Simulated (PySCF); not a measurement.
Geometries of 2 isomers of C4H10OSi, from PBE0-D3(BJ)/def2-SVP geometry optimisation, gas phase in PySCF. One conformer each, no zero-point energy, no frequencies.

Task: Which isomer lies lower at this level?
A.
```xyz
16
angstrom
C     -2.073   -0.892   -0.171
C     -0.648   -0.439   -0.454
C      0.435   -1.286    0.237
C      1.742   -0.494    0.231
O      1.462    0.861    0.533
Si    -0.118    1.283    0.139
H     -2.300   -0.842    0.907
H     -2.238   -1.933   -0.494
H     -2.813   -0.266   -0.692
H     -0.465   -0.462   -1.545
H      0.563   -2.271   -0.243
H      0.132   -1.474    1.283
H      2.458   -0.882    0.973
H      2.228   -0.563   -0.762
H     -0.158    2.345   -0.911
H     -0.855    1.768    1.345
```
B.
```xyz
16
angstrom
O      2.422    0.832    0.208
Si     0.980    0.290    0.861
C      0.411   -1.421    0.280
C     -0.768   -1.118   -0.658
C     -1.551    0.072   -0.089
C     -0.562    1.201    0.240
H      2.471    0.881   -0.750
H      1.208    0.384    2.330
H      1.202   -2.020   -0.196
H      0.065   -1.996    1.157
H     -1.422   -1.993   -0.808
H     -0.384   -0.846   -1.658
H     -2.344    0.400   -0.782
H     -2.063   -0.250    0.836
H     -0.970    1.939    0.949
H     -0.296    1.760   -0.675
```

Result: B. That is `C1CC[SiH](C1)O`, 16.4 kcal/mol below the other.

| SMILES | atoms numbered as above | E (Eh) | relative (kcal/mol) | relative (kJ/mol) | dipole (D) |
| --- | --- | --- | --- | --- | --- |
| O[SiH]1CCCC1 | [OH:1][SiH:2]1[CH2:3][CH2:4][CH2:5][CH2:6]1 | -522.57156 | 0.0 | 0.0 | 1.82 |
| C[C@@H]1CCO[SiH2]1 | [CH3:1][C@@H:2]1[CH2:3][CH2:4][O:5][SiH2:6]1 | -522.54534 | 16.4 | 68.8 | 1.89 |

As drawn, the lower has an O–H bond, which the higher lacks.
